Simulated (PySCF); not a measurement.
PySCF input file for Be(Me)(SeH) (CH4BeSe), SMILES [CH3][Be][SeH], B3LYP-D3(BJ)/def2-TZVP. The structure is a stationary point at B3LYP-D3(BJ)/def2-TZVP. The values are those of a single conformer.

```python
import numpy as np
from pyscf import gto, scf, dft, df
from pyscf.hessian import thermo

mol = gto.M(
    atom='''
    Be    0.83116094   -0.76865506   -0.22414810
    C     2.03656416   -1.87922059   -0.56444730
    H     1.65627463   -2.90548868   -0.57323356
    H     2.85217121   -1.84139040    0.16382136
    H     2.47895951   -1.69738856   -1.54967924
    Se   -0.63058060    0.61655982    0.14524060
    H    -1.09169372   -0.16882235    1.30418741
    ''',
    basis='def2-TZVP',
    charge=0,
    spin=0,
    max_memory=1600,
    verbose=3,
)
mf = dft.RKS(mol, xc='b3lyp').density_fit(auxbasis='def2-universal-jkfit')
mf.disp = 'd3bj'
mf.grids.level = 3
mf.conv_tol = 1e-11
mf.max_cycle = 100
mf.kernel()

# [left out here: the lines that compute and print the analytic Hessian (its translational invariance restored by hand, since the grid's response is missing), thermochemistry and intensities]
```

Program output:

```
converged SCF energy = -2456.92689983406

WARN: DFTD3 does not support analytical Hessian, using finite difference


WARN: Mole.unit (angstrom) is changed to Bohr

Mode                                 0                   1                   2
Irrep
Freq [cm^-1]                       21.6405            181.2979            204.4088
Reduced mass [au]                   1.0157              2.4857              2.9569
Force const [Dyne/A]                0.0003              0.0481              0.0728
Char temp [K]                      31.1358            260.8473            294.0987
Normal mode                   x     y     z       x     y     z       x     y     z
       0  Be                -0.00 -0.00  0.00   -0.08 -0.14  0.20   -0.17 -0.14 -0.16
       1   C                -0.00 -0.00 -0.00    0.01  0.04 -0.04    0.03  0.02  0.03
       2   H                -0.06  0.02 -0.36    0.19 -0.03 -0.17    0.29 -0.07  0.08
       3   H                -0.17 -0.24  0.20    0.12  0.05 -0.17   -0.09  0.30  0.16
       4   H                 0.25  0.24  0.16   -0.17  0.28 -0.08    0.16  0.04  0.09
       5  Se                -0.01 -0.00 -0.01    0.01  0.00 -0.01    0.01  0.01  0.01
       6   H                 0.47  0.39  0.45   -0.24  0.22  0.03    0.01  0.01  0.01
Mode                                 3                   4                   5
Irrep
Freq [cm^-1]                      372.1463            522.3364            685.7688
Reduced mass [au]                   4.8226              1.0796              1.4477
Force const [Dyne/A]                0.3935              0.1735              0.4011
Char temp [K]                     535.4357            751.5258            986.6686
Normal mode                   x     y     z       x     y     z       x     y     z
       0  Be                 0.08 -0.08 -0.02    0.01  0.03 -0.04    0.08  0.06  0.08
       1   C                 0.15 -0.14 -0.04    0.01  0.03 -0.03   -0.08 -0.06 -0.08
       2   H                 0.15 -0.14 -0.04   -0.18  0.09  0.13    0.41 -0.22  0.06
       3   H                 0.15 -0.14 -0.04   -0.11  0.00  0.11   -0.32  0.47  0.20
       4   H                 0.16 -0.15 -0.04    0.19 -0.25  0.01    0.25  0.01  0.09
       5  Se                -0.04  0.03  0.01    0.01 -0.01  0.00   -0.00 -0.00 -0.00
       6   H                -0.07  0.07  0.02   -0.61  0.59  0.15    0.00 -0.02 -0.01
Mode                                 6                   7                   8
Irrep
Freq [cm^-1]                      692.0213           1035.3179           1250.9894
Reduced mass [au]                   1.5037              4.4782              1.3390
Force const [Dyne/A]                0.4243              2.8282              1.2346
Char temp [K]                     995.6645           1489.5919           1799.8953
Normal mode                   x     y     z       x     y     z       x     y     z
       0  Be                -0.05 -0.08  0.11   -0.21  0.20  0.05    0.04 -0.04 -0.01
       1   C                 0.04  0.06 -0.09    0.06 -0.06 -0.02   -0.10  0.09  0.03
       2   H                -0.30  0.17  0.22    0.18 -0.11 -0.05    0.46 -0.13 -0.12
       3   H                -0.17 -0.04  0.16    0.13 -0.15 -0.08    0.21 -0.35 -0.27
       4   H                 0.33 -0.43 -0.02    0.14 -0.15 -0.01    0.29 -0.39  0.09
       5  Se                -0.00  0.01 -0.00    0.01 -0.01 -0.00   -0.00  0.00  0.00
       6   H                 0.24 -0.23 -0.05   -0.01  0.01  0.00    0.00 -0.00 -0.00
Mode                                 9                  10                  11
Irrep
Freq [cm^-1]                     1446.2575           1448.0748           2389.2750
Reduced mass [au]                   1.0518              1.0530              1.0203
Force const [Dyne/A]                1.2962              1.3009              3.4317
Char temp [K]                    2080.8425           2083.4572           3437.6347
Normal mode                   x     y     z       x     y     z       x     y     z
       0  Be                 0.01  0.01  0.01    0.00  0.01 -0.01    0.00  0.00 -0.00
       1   C                 0.04  0.03  0.03    0.01  0.03 -0.05   -0.00 -0.00  0.00
       2   H                 0.16 -0.03 -0.49    0.33 -0.10  0.49    0.00 -0.00  0.00
       3   H                -0.25  0.06  0.33   -0.26 -0.55  0.30    0.00 -0.00 -0.00
       4   H                -0.45 -0.46 -0.28   -0.26  0.21 -0.12   -0.00  0.00  0.00
       5  Se                -0.00 -0.00 -0.00    0.00 -0.00  0.00    0.00  0.01 -0.01
       6   H                 0.00  0.00  0.00   -0.00  0.01  0.00   -0.33 -0.51  0.78
Mode                                12                  13                  14
Irrep
Freq [cm^-1]                     3008.9601           3067.1781           3074.5710
Reduced mass [au]                   1.0361              1.0960              1.0972
Force const [Dyne/A]                5.5270              6.0749              6.1108
Char temp [K]                    4329.2237           4412.9864           4423.6231
Normal mode                   x     y     z       x     y     z       x     y     z
       0  Be                 0.00 -0.00 -0.00   -0.00 -0.00  0.00   -0.00 -0.00 -0.00
       1   C                -0.04  0.03  0.02   -0.02 -0.05  0.07   -0.06 -0.04 -0.05
       2   H                -0.21 -0.51  0.00    0.19  0.52  0.02    0.18  0.53 -0.01
       3   H                 0.38  0.03  0.36   -0.21 -0.02 -0.17    0.56  0.01  0.50
       4   H                 0.24  0.12 -0.55    0.30  0.11 -0.65   -0.07 -0.03  0.12
       5  Se                -0.00  0.00 -0.00   -0.00  0.00 -0.00    0.00  0.00  0.00
       6   H                 0.00 -0.00  0.00   -0.00 -0.00 -0.00   -0.00 -0.00 -0.00
temperature 298.1500 [K]
pressure 101325.00 [Pa]
Rotational constants [GHz] 95.61790 2.49895 2.47261
Symmetry number 1
Zero-point energy (ZPE) 0.04420 [Eh]   116039.226 [J/mol]
                           tot       elec      trans        rot        vib
Entropy [J/mol/K]       322.139      0.000    166.672     99.633     55.834
Cv [J/mol/K]             70.183      0.000     12.472     12.472     45.239
Cp [J/mol/K]             78.497      0.000     20.786     12.472     45.239
Internal energy [J/mol]                      3718.434   3718.434 123596.285
Internal energy [Eh]   -2456.87699  -2456.92690
Enthalpy [J/mol]                             6197.391   3718.434 123596.285
Enthalpy [Eh]          -2456.87605
Gibbs free energy [J/mol]                  -43495.975 -25987.086 106949.437
Gibbs free energy [Eh] -2456.91263
mode   freq/cm-1   IR/(km/mol)
   1       21.64         2.627
   2      181.30        13.911
   3      204.41         8.167
   4      372.15         3.963
   5      522.34         6.577
   6      685.77        38.286
   7      692.02        42.031
   8     1035.32       151.941
   9     1250.99        60.333
  10     1446.26         2.258
  11     1448.07         1.610
  12     2389.27         7.132
  13     3008.96         1.969
  14     3067.18        10.674
  15     3074.57        10.408
max |gradient| / (hartree/bohr): 6.218408746824972e-05
APT charges: [ 0.7401 -0.4038  0.0118  0.0098  0.0116 -0.3637 -0.0059]
```

Self-consistency was reached.
